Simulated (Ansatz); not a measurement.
Isolated molecules relaxed with PBE0-D4/def2-TZVP in Ansatz; ΔE leaves out vibrations. CBS: MP2 limit from def2 TZ/QZ plus the TZ coupled-cluster correction, frozen cores. This one scheme is used for every species. DFT in def2-TZVPP. One conformer a species, not always the lowest.

Reaction (silylene formation by 1,1-elimination): `CC(O)[SiH2]O` → `CC(O)O` + `[SiH2]`

(1) Is it downhill or uphill in electronic energy at CCSD(T)/CBS, and by how much? (Estimate.)

(2) What do these levels give: PBE0, CCSD(T)/def2-SVP, MP2/def2-QZVPP, SCS-MP2/def2-QZVPP, HF/CBS(def2), MP2/CBS(def2)? (Best estimate.)

Largest T1 diagnostic among the species: 0.014.

Results:

(1) The calculation gave: Uphill: ΔE = +341.0 kJ/mol.

(2) The calculation gave: PBE0 334.0, CCSD(T)/def2-SVP 292.8, MP2/def2-QZVPP 363.8, SCS-MP2/def2-QZVPP 350.0, HF/CBS(def2) 315.7, MP2/CBS(def2) 367.8 kJ/mol.

From BLYP to BHLYP (50 % exact exchange), in def2-TZVPP and without D4, ΔE moves by +26.6 kJ/mol. The D4 term adds +15.6 kJ/mol with B3LYP and +8.5 kJ/mol with PBE0; it sums over pairs of atoms, weighted by their polarisabilities, and B3LYP, whose exchange is more repulsive, gets the larger term.

B3LYP here is the variant with VWN-RPA as its local correlation; programs differ in this.
